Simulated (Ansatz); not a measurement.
Input and output for CH5O2Si (`C[Si](O)O`) radical.

```yaml
crystal:
  periodic: [false, false, false]
  atoms:
    - {symbol: C, position_ang: [-0.744216, 0.489581, -0.962922]}
    - {symbol: Si, position_ang: [0.678049, 0.059085, 0.166735]}
    - {symbol: O, position_ang: [0.996538, -1.529568, -0.123242]}
    - {symbol: O, position_ang: [0.273750, 0.178711, 1.769616]}
    - {symbol: H, position_ang: [-0.468242, 0.323008, -2.005819]}
    - {symbol: H, position_ang: [-1.039727, 1.533439, -0.843260]}
    - {symbol: H, position_ang: [-1.597662, -0.150289, -0.717788]}
    - {symbol: H, position_ang: [1.561691, -1.976189, 0.509823]}
    - {symbol: H, position_ang: [0.428322, 1.025823, 2.189859]}
basis:
  gaussian: {orbitals: aug-pcseg-2}
magnetization: {spin_polarized: true, initial_magnetization: 1}
hamiltonian: {xc: {name: revPBE0}}
```

```sh
$ ansatz run in.yaml --threads 4 --pin off --events-out ev --progress --plain --max-ram 10444MiB
```

Output, abridged:

```
Functional definition: revPBE0
1245 factors; their error is unknown
mean field evaluation 1: about -13077.2729 eV, gradient 6.0e1 eV
mean field evaluation 2: about -13060.3474 eV, gradient 8.8e1 eV
mean field evaluation 4: about -13090.3847 eV, gradient 4.4e0 eV
mean field evaluation 8: about -13090.4709 eV, gradient 1.1e-1 eV
mean field evaluation 16: about -13090.5124 eV, gradient 9.2e-5 eV
mean field -13090.51243352 eV, -481.0674588637 hartree, gradient 3.7e-5 eV, S^2 0.752038; 0 other end points of the search recorded, 0 dependent functions left out
reference -13090.51250545 eV, -481.0674615071 hartree; 21, 20 occupied and 282, 283 virtual orbitals, 1245 factors
Total energy: -13090.51250545 eV, -481.0674615071 hartree
```

Run time 6.5 s (4 threads of an Arm Neoverse V2 on a shared host); peak host memory 1 GiB.
